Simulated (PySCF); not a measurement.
# Structure from NMR data

An unknown has the formula C4H8OSi. Its calculated NMR data are:

1H NMR (400 MHz, computed): δ 4.99 (s, 3H), 2.14 (m, 1H), 1.78 (m, 2H), 0.57 (m, 2H).

13C{1H} NMR (computed): δ 55.0 (C), 34.0 (CH2), 6.2 (CH).

- GFN2-xTB geometry
- NMR shieldings at PBE0/pcSseg-1/GIAO
- run in PySCF
- one computed conformer, rapidly exchanging positions averaged, isolated molecule, non-relativistic

Referencing at the same level of theory: 1H, 13C vs TMS.

Question: Choose the structure that fits.
A. [SiH3]O[C@]12C[C@H]1C2
B. C=C[C@@H]1OC[SiH2]1
C. CC(=O)[SiH]1CC1

Answer: A. 

The formula gives 2 degrees of unsaturation (2 rings in the answer). 3 carbon signals for 4 carbons: some carbons are equivalent by symmetry or fast rotation. Carbon types of the structure: 1 × C, 1 × CH, 2 × CH2, leaving 3 H on heteroatoms. δC 55.0, 34.0, 6.2: three-membered-ring carbon. δH 4.99: hydrogen on a silicon bonded to O. δH 2.14, 1.78, 0.57: hydrogen on a three-membered-ring carbon.

The others: CC(=O)[SiH]1CC1 has carbons computed at 243.3, 36.3, 0.9, with a different DEPT pattern; C=C[C@@H]1OC[SiH2]1 would give 4 carbon signals, not 3.

Shifts are as computed. Against solution values, carbons near 30 ppm lie about +3 ppm off and those near 130 ppm about +5 ppm. Of 1309 compounds with measured shifts, 239 miss one by over three times the rms of a fit or turn the order of signals round; such compounds aren't used in these exercises. No couplings were computed; multiplicities are counted from neighbouring protons, with m where these are inequivalent, close in shift, in a saturated or five-membered ring or joined by F or P, and br s for small geminal =CH2 splittings.
